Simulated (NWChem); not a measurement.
Species: CH₅BSe; SMILES CB[SeH]

```xyz
8

B     -0.6425    -1.0207    -0.0006
H     -1.8515    -1.1457     0.0001
C      0.3228    -2.2550    -0.0002
H      0.0919    -2.9027    -0.8751
H      0.1050    -2.8879     0.8891
H      1.4065    -2.0262    -0.0093
Se     0.0806     0.7678    -0.0001
H     -1.2174     1.4907     0.0020
```
Atoms are numbered in this order, from 1.

Results from NWChem. Pople sets run with spherical d functions. All runs use the structure optimised with PBE-D3(BJ)/def2-SVP.

Q: Order these by “dipole (D)”, lowest first: PBE/6-31G*; PBE/3-21G; PBE/STO-3G.

A: PBE/3-21G (0.40), PBE/6-31G* (0.59), PBE/STO-3G (0.70)
